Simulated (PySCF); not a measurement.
# Working out the ionisation energy of V

V [Ar] 3d3 4s2 (4F) → V⁺ [Ar] 3d4 (5D). All numbers are calculated (PySCF 2.14, no relativity, point nucleus, in dyall-av2z (16s12p7d2f, 101 functions)). Frozen: [Ar]; the 25 highest virtual orbitals dropped. Energies in hartree (1 hartree = 27.21139 eV):

```tsv
part	V (lower)	V⁺ (upper)
UHF	-942.880797	-942.663537
CCSD correlation	-0.069988	-0.047905
(T)	-0.002275	-0.000795
```

Problem. What does Hartree-Fock give?

Solution. (-942.663537) − (-942.880797) = 0.217260 hartree = 5.912 eV.

Problem. What do CCSD and CCSD(T) give?

Solution. The CCSD correlation energies differ by 0.022083 hartree = 0.601 eV and the triples by 0.001480 hartree = 0.040 eV, so CCSD gives 6.513 eV and CCSD(T) 6.553 eV.

Measured between the centres of the two terms (NIST): 6.732 eV, so CCSD(T) (valence) is off by -0.179 eV.

The calculation is non-relativistic.

A double-zeta basis recovers only part of the correlation energy.

What remains against the reference includes basis incompleteness, the frozen core and higher excitations.
